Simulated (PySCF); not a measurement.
Compound: C7H6ClN (charge +1 and doublet state).
Cartesian coordinates in Å at the GFN2-xTB level; atoms count from 1:
```
atom  x, y, z in Å
N1     2.8852    1.6295    1.1620
C2     2.3688    0.7204    0.7166
C3     1.7164   -0.4582    0.1616
C4     0.3039   -0.1424   -0.1112
C5    -0.2096    0.5316   -1.2000
C6    -1.6222    0.6232   -1.0851
C7    -2.0235    0.0357    0.0845
C8    -0.8326   -0.4890    0.8087
Cl9   -1.0306   -2.2873    0.8460
H10    2.2626   -0.7090   -0.7551
H11    1.8245   -1.2618    0.8960
H12    0.3642    0.9377   -2.0159
H13   -2.2636    1.0981   -1.8069
H14   -3.0314   -0.0838    0.4412
H15   -0.7164   -0.1366    1.8357
```

The hyperfine couplings belong to this conformer and change with its torsions.

Identity: `N#CC[C+]1[CH]C=C[C@H]1Cl` [radical] (charge +1).

Theory: UKS B3LYP, pcH-1 on C Cl H N, non-relativistic, mean-field spin-orbit, GIAO in PySCF. The structure is a single GFN2-xTB conformer in the gas phase; no vibrational or solvent corrections. The geometry wasn't refined by DFT: couplings that depend on bond lengths, twists or pyramidal angles can differ widely from those at the functional's own minimum, by a factor of two or more for some ions and for spin on atoms past the first row. No stability test was run, so a lower SCF solution isn't excluded.

Q: Where do the isotropic ENDOR lines of C2, C7, C4, C8, C3, C6, H14, H10, H12 and H13 fall at 1214.2 mT, to first order?

A: ν± = |νn ± a/2|, one line for each electron-spin manifold; νn = |g_N| × 7.62259 MHz/T × B.

| nuclei | isotope | g_N | νn (MHz) | a_iso (MHz) | lower line (MHz) | upper line (MHz) |
| --- | --- | --- | --- | --- | --- | --- |
| C2 | 13C | 1.4048 | 13.00 | 36.09 | 5.05 | 31.05 |
| C7 | 13C | 1.4048 | 13.00 | 34.75 | 4.37 | 30.38 |
| C4 | 13C | 1.4048 | 13.00 | 32.84 | 3.42 | 29.42 |
| C8 | 13C | 1.4048 | 13.00 | -19.48 | 3.26 | 22.74 |
| C3 | 13C | 1.4048 | 13.00 | -10.91 | 7.55 | 18.46 |
| C6 | 13C | 1.4048 | 13.00 | -8.07 | 8.97 | 17.04 |
| H14 | 1H | 5.5857 | 51.70 | -30.96 | 36.22 | 67.18 |
| H10 | 1H | 5.5857 | 51.70 | 24.61 | 39.39 | 64.00 |
| H12 | 1H | 5.5857 | 51.70 | -9.27 | 47.06 | 56.33 |
| H13 | 1H | 5.5857 | 51.70 | -6.71 | 48.34 | 55.05 |

The rows for 13C, of low natural abundance, apply to labelled samples.

Q: Which pairs are centred on the nuclear Larmor frequency, and which on half the coupling?

A: Centred on νn, since |a| < 2νn: C8, C3, C6, H14, H10, H12 and H13. Centred on |a|/2 and split by 2νn: C2, C7 and C4.

Q: At what field would the lower line of H10 fall to zero frequency?

A: Where νn = |a|/2, that is B = 12.30 MHz/(5.5857 × 7.62259 MHz/T) = 289 mT, as far as first order holds there.

Couplings of abundant isotopes left out: Cl9 (4.7 MHz) and H11 (4.2 MHz).

The largest Mulliken spin populations are on C7 (+0.43), C4 (+0.41), C5 (+0.09) and Cl9 (+0.07).

On Arm Neoverse V1, one thread, on a shared host, this took 1.9 min (with the writing of density and orbital grids) and 0.98 GiB of memory at its peak.

The SMILES draws the unpaired electron on C5; the largest computed Mulliken spin population is on C7 (0.43 against 0.09).
